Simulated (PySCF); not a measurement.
C4H8Si, SMILES C#CC[SiH2]C.

The structure is a stationary point at PBE-D3(BJ)/def2-SVP. Other conformers were not sampled.

Level of theory: PBE-D3(BJ)/def2-SVP (PySCF 2.14.0).

Frequencies are harmonic and unscaled.

Computed normal modes with their intensities:
```tsv
mode	ν (cm⁻¹)	IR (km/mol)	moving atoms (share of kinetic energy)
1	66	0.0	C 56 %, H 31 %, Si 13 %
2	101	0.0	C 58 %, H 24 %, Si 18 %
3	158	0.0	H 95 %
4	207	2.0	C 56 %, H 24 %, Si 20 %
5	337	8.7	C 67 %, H 33 %
6	425	9.5	C 80 %, Si 10 %, H 9 %
7	443	7.6	H 92 %
8	550	0.0	H 92 %, C 8 %
9	606	36.3	H 64 %, C 32 %
10	619	9.2	H 66 %, C 28 %
11	648	38.0	H 79 %, C 21 %
12	694	27.3	C 46 %, Si 32 %, H 22 %
13	745	25.1	H 54 %, C 33 %, Si 13 %
14	807	27.7	H 63 %, C 30 %
15	851	25.5	H 79 %, C 17 %
16	863	216.2	H 78 %, Si 12 %, C 10 %
17	915	67.3	H 95 %
18	967	3.2	C 67 %, H 33 %
19	1108	2.0	H 89 %, C 10 %
20	1130	27.9	H 56 %, C 43 %
21	1217	16.6	H 79 %, C 21 %
22	1358	3.7	H 90 %, C 10 %
23	1385	2.8	H 96 %
24	1385	4.9	H 96 %
25	2158	27.9	C 69 %, H 30 %
26	2167	68.5	H 76 %, C 22 %
27	2171	118.1	H 96 %
28	2960	9.3	H 95 %
29	2977	2.9	H 97 %
30	3012	1.1	H 91 %, C 9 %
31	3077	3.4	H 91 %, C 9 %
32	3078	2.5	H 91 %, C 9 %
33	3411	79.3	H 86 %, C 14 %
```
